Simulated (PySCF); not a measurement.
In2(mu-Cl)2(Cl)4, Cl6In2, singlet (CAM-B3LYP/def2-SVP optimised geometry):

```
8

In     1.776    -1.941    -2.380
In    -0.880    -1.092     0.000
Cl    -0.754    -1.940    -2.380
Cl     2.547    -0.251    -3.761
Cl     2.546    -4.125    -2.379
Cl     1.650    -1.092     0.000
Cl    -1.650     1.092     0.000
Cl    -1.650    -2.783     1.381
```

Computed with CAM-B3LYP/def2-TZVP, def2 effective core potentials past Kr (PySCF).

Problem. What are the frontier orbital energies and the dipole moment?

Solution. HOMO-2 -10.93 eV, HOMO-1 -10.89 eV, HOMO -10.89 eV, LUMO -2.28 eV, LUMO+1 -1.86 eV; dipole moment 0.00 D.

On the same geometry PBE/def2-TZVP, def2 effective core potentials past Kr (PySCF 2.14.0) gives HOMO-2 -8.11 eV, HOMO-1 -8.07 eV, HOMO -8.07 eV, LUMO -4.07 eV, LUMO+1 -3.77 eV; dipole moment 0.00 D.
